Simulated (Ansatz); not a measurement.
Stretching the Te1–F3 bond in FHTe (SMILES F[TeH]) (multiplicity 1 held, fragments rigid). Energies count from the point at 1.928 Å.
Geometry at that point (charge 0, multiplicity 1):
```tsv
atom	x (Å)	y (Å)	z (Å)
Te	0.1852	-0.0606	0.2005
H	1.3119	-0.3094	-1.0040
F	-1.2157	0.3844	-1.0470
```

R- and RO- levels are restricted; in cc, def2 and unpolarised 6-31G sets they are followed outwards from rest. U- levels take the lowest unrestricted solution at each point, which mixes spins at long bonds. Levels need not reach the same state.

Frozen-core correlation. Filled d and f shells under p-block atoms count as core.

The values were computed with Ansatz (an electronic-structure program).  In def2 rows elements past Kr take small-core potentials, without spin–orbit coupling.

Energies in kcal/mol.

| R (Å) | R-HF/def2-TZVPP | R-PBE/def2-TZVPP | R-B3LYP/def2-TZVPP | U-CCSD/def2-TZVPP |
|---|---|---|---|---|
| 1.542 | 68.3 | 81.9 | 79.7 | 75.9 |
| 1.735 | 7.7 | 14.6 | 13.5 | 11.2 |
| 1.928 | 0.0 | 0.0 | 0.0 | 0.0 |
| 2.121 | 12.2 | 5.7 | 6.9 | 9.0 |
| 2.313 | 30.6 | 18.5 | 20.7 | 25.1 |
| 2.603 | 59.3 | 39.4 | 43.2 | 50.4 |
| 2.892 | 84.4 | 57.3 | 62.7 | 66.5 |
| 3.374 | 116.3 | 78.1 | 86.0 | 74.8 |
| 3.856 | 138.1 | 90.0 | 99.9 | 75.9 |
| 4.434 | 155.2 | 97.4 | 109.2 | 76.3 |
| 5.205 | 169.0 | 101.8 | 115.3 | 76.4 |
| 6.169 | 178.7 | 104.0 | 118.9 | 76.5 |

Doubts at one or more of the structures used: a restricted determinant that unrestricted orbitals would lower (R-HF/def2-TZVPP, R-PBE/def2-TZVPP, R-B3LYP/def2-TZVPP); a spin-contaminated determinant (U-CCSD/def2-TZVPP); T1 above 0.05 (U-CCSD/def2-TZVPP).
